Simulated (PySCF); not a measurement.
Ge₂O₂ (singlet). All numbers come from PySCF, PBE0, basis Ge def2-TZVP, O def2-TZVP (no relativity, density fitting).

Harmonic bands of its minimum:

```
ω (cm⁻¹)  IR (km/mol)
     147          3.4
     326          0.0
     467          0.0
     629          124
     698          393
     721          0.0
```

Q: Infer the point group and assign the bands.

A: D2h. The modes span b3u + 2ag + b3g + b2u + b1u: 147 b3u, 326 ag, 467 b3g, 629 b2u, 698 b1u, 721 ag. The computed geometry has Ge–O 1.820 Å (×4); Ge–O–Ge 94.2° (×2), O–Ge–O 85.8° (×2).

Other isomers or separated fragments may lie lower.
